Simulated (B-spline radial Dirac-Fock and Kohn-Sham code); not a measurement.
## Binding energies of Ti¹²⁺ at several levels of theory

System: Ti¹²⁺, 1s2 2s2 2p6.

The density-functional columns are spherical, spin-unpolarised Dirac-Kohn-Sham results without Breit or QED terms: −ε is minus the orbital energy of the initial state and ΔSCF the difference of two total energies. The reference in the last column comes from ΔSCF Dirac-Fock with Breit, self-energy and vacuum polarisation, finite nucleus, configuration average. All numbers are from a radial finite-basis atomic code, in eV; a selection of levels is shown. The Kohn-Sham columns are given as differences from the reference.

```csv
level,LDA −ε − DF,LDA ΔSCF − DF,Dirac-Fock
K,-136.4,+9.1,5319.3
L1,-49.8,-15.1,890.0
L2,-36.1,+3.1,791.9
L3,-36.2,+2.6,786.0
```

For the outermost level NIST gives 787.67 ± 0.04 eV (measured); the differences from it are LDA −ε -37.85, LDA ΔSCF +1.03, Dirac-Fock -1.62 eV.

Values without a named source are computed, but for edge energies of neutral atoms, which are taken from tables.
